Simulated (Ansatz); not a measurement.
Ideal-gas functions of `C[S][Sn][NH2]` at 800 K and 1 bar, from an Ansatz frequency run at PBE0-D4/def2-TZVP.

Molar mass 181.84 g/mol, point group Cs (symmetry number 1), electronic degeneracy 1, moments of inertia 93.816, 257.618, 348.22 u Å². Harmonic wavenumbers (cm⁻¹, unscaled): 94, 152, 172, 196, 305, 328, 413, 602, 655, 734, 961, 963, 1338, 1471, 1476, 1546, 3055, 3142, 3148, 3583, 3695.

Use S(trans) = R[1.5 ln M + 2.5 ln T − 1.1517]; rotational temperatures θ = 24.2544 K / I; S(rot) = R[ln(√π/σ · √(T³/θAθBθC)) + 1.5]; for each mode x = 1.438777 ν̃/T, S = R[x/(eˣ − 1) − ln(1 − e⁻ˣ)] and H = RT x/(eˣ − 1); 1 cm⁻¹ = 0.0119627 kJ/mol; R = 8.31446 J/(mol·K).

Q: By hand: the entropy, in J/(mol·K).

A: Translation 194.3. Rotation: θ = 0.2585, 0.0941, 0.0697 K, giving 127.1. Vibration, mode by mode: 23.10, 19.12, 18.10, 17.03, 13.41, 12.82, 10.98, 8.05, 7.42, 6.58, 4.73, 4.71, 2.77, 2.29, 2.28, 2.06, 0.22, 0.19, 0.19, 0.10, 0.08, in all 156.2. Electronic 0.0. Sum 477.6 J/(mol·K).

Q: By hand: H − E and G − E in kJ/mol, counted from the electronic energy.

A: Zero-point energy ½ × 28029 × 0.0119627 = 167.7; thermal vibration 58.8; translation, rotation and pV give 4 RT = 26.6. H − E = 253.1 kJ/mol, and G − E = 253.1 − 800 × 477.6/1000 = -129.0 kJ/mol.

Vibration gives 33 % of the entropy, 23.1 J/(mol·K) of it from the mode under 150 cm⁻¹: soft modes count most, and the harmonic formula is weakest for them. The sum counts one conformer and one mirror image; others add a mixing term.
